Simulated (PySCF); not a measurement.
Ligands exchanged one at a time, Sn F-OCH3. Isolated molecules, 0 K electronic values unless said otherwise. One relaxed conformer stands for each flexible species; it need not be the lowest. Strings in code marks are SMILES.

The numbers are results of TPSSh-D3(BJ)/def2-TZVP // PBE0-D3(BJ)/def2-SVP in PySCF, not measurements. Excitations are Tamm–Dancoff values on a coarser integration grid. The basis has no diffuse functions, so Rydberg states are missing or too high.

| species | HOMO (eV) | S1 oscillator strength | LUMO (eV) | brightest of the four lowest singlets (TDA) (eV) |
|---|---|---|---|---|
| 0 of 4 F replaced by OCH3 (`[F][Sn]([F])([F])[F]`) | -11.21 | 0.000 | -4.38 | – |
| 1 of 4 F replaced by OCH3 (`C[O][Sn]([F])([F])[F]`) | [?] | 0.005 | -3.64 | 5.21 |
| 2 of 4 F replaced by OCH3 (`C[O][Sn]([F])([F])[O]C` (C–O–Sn–F torsion 56°, F–Sn–O–C torsion -58°)) | -7.79 | [?] | [?] | 5.31 |
| 3 of 4 F replaced by OCH3 | -7.42 | 0.008 | -2.49 | 5.35 |
| 4 of 4 F replaced by OCH3 (`C[O][Sn]([O]C)([O]C)[O]C`) | -7.10 | [?] | -2.08 | 4.75 |

### Question
Some entries are withheld; supply them.

### Answer

- 1 of 4 F replaced by OCH3 (`C[O][Sn]([F])([F])[F]`), HOMO (eV): -8.30
- 2 of 4 F replaced by OCH3 (`C[O][Sn]([F])([F])[O]C` (C–O–Sn–F torsion 56°, F–Sn–O–C torsion -58°)), S1 oscillator strength: 0.000
- 2 of 4 F replaced by OCH3 (`C[O][Sn]([F])([F])[O]C` (C–O–Sn–F torsion 56°, F–Sn–O–C torsion -58°)), LUMO (eV): -3.01
- 4 of 4 F replaced by OCH3 (`C[O][Sn]([O]C)([O]C)[O]C`), S1 oscillator strength: 0.000
